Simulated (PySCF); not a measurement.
**Does the structure fit the spectrum?**

A compound C₄H₂F₂O₂ gives the data below (simulated from a calculation) and was assigned the structure `FC1=COC(F)=CO1`.

$^{13}$C{$^{1}$H} NMR (computed): δ 166.6 (C), 166.0 (C), 140.1 (C), 64.7 (CH2).

$^{1}$H NMR (500 MHz, computed): δ 4.90 (m, 2H).

Rapidly exchanging positions averaged, no solvent, one conformer, no relativistic terms. σ from GIAO-PBE0/pcSseg-1; geometry from GFN2-xTB; PySCF 2.14.

References, each an isolated molecule treated in the same way: $^{1}$H (σ = 31.72 ppm), $^{13}$C (σ = 186.93 ppm) vs TMS.

**Question.** Compare with the shifts computed for the proposed structure, pairing carbons in order of shift.

**Answer.** Mapped SMILES: `[F:1][C:2]1=[CH:3][O:4][C:5]([F:6])=[CH:7][O:8]1`. Hydrogens are named by the atom that carries them.

```csv
atom,computed for proposal,given list,difference
C2,166.3,166.6,-0.3
C5,166.3,166.0,+0.3
C3,114.1,140.1,-26.0
C7,114.1,64.7,+49.4
```

The rms difference is 27.9 ppm and the largest +49.4 ppm at C7 (alkene carbon bearing oxygen). The proposal also would give 2 carbon signals, not 4. The carbon types in order of shift don't match either: C, C, CH, CH for the proposal against C, C, C, CH2 in the data. The proposal doesn't fit.

**Question.** Which isomer fits?

**Answer.** `C1(F)=C(F)COC1=O`.

Carbon types of the structure: 3 × C, 1 × CH2, which accounts for all hydrogens. δC 166.6: β carbon of a C=C–C=O unit; conjugation with the carbonyl draws π density from the β position. δC 166.0: ester carbonyl carbon; lone-pair donation from the attached heteroatom keeps it upfield of a ketone carbonyl. δC 140.1: α carbon of a C=C–C=O unit; an sp2 carbon of a C=C bond. δC 64.7: allylic sp3 CH2 bonded to O; pulled downfield by the heteroatom.

Other isomers checked: FC1=COC=C(F)O1 (rms 28.1 ppm); O=c1cc1OC(F)F (rms 33.2 ppm).

This is the structure that produced the data.

Splittings by $^{19}$F in the carbon and heteronuclear signals aren't shown, as no couplings were computed. Shifts are as computed. Against solution values, carbons near 30 ppm lie about +3 ppm off and those near 130 ppm about +5 ppm. Of 1211 compounds with measured shifts, 218 miss one by over three times the rms of a fit or turn the order of signals round; such compounds aren't used in these exercises.
